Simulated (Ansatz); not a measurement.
```yaml
crystal:
  periodic: [false, false, false]
  atoms:
    - {symbol: O, position_ang: [-0.207458, -0.592818, 2.079882]}
    - {symbol: Si, position_ang: [0.433226, -1.349163, 0.824928]}
    - {symbol: N, position_ang: [0.847665, -0.275848, -0.435129]}
    - {symbol: Si, position_ang: [-0.266751, 0.744225, -1.160223]}
    - {symbol: O, position_ang: [0.496921, 2.105414, -1.258803]}
    - {symbol: O, position_ang: [-1.459567, 0.820064, -0.340889]}
    - {symbol: H, position_ang: [-0.735747, -1.158688, 2.505272]}
    - {symbol: H, position_ang: [-0.415068, -2.575411, 0.411353]}
    - {symbol: H, position_ang: [1.874580, -1.955418, 1.246505]}
    - {symbol: H, position_ang: [1.782539, -0.114791, -0.594850]}
    - {symbol: H, position_ang: [-0.690868, 0.505255, -2.447004]}
    - {symbol: H, position_ang: [0.211715, 2.778718, -1.927143]}
    - {symbol: H, position_ang: [-1.301987, 0.649749, 0.872626]}
basis:
  gaussian: {orbitals: pcseg-2}
hamiltonian: {xc: {name: HF}}
correlation: {method: mp2, frozen_orbitals: {O: 9}}
output: {forces: true}
```

```sh
$ ansatz run in.yaml --threads 2 --pin off --events-out ev --progress --plain --max-ram 32768MiB --backend cuda --devices 0, --max-vram 18GiB
```

It prints (some lines left out):

```
Functional definition: HF
Error: "frozen_orbitals" has no count for Si
```

**Question.** Something in this input is off. What?

**Answer.** Frozen orbitals are typed for one element alone, and the program wants a count for each. The input was rejected before any iteration.
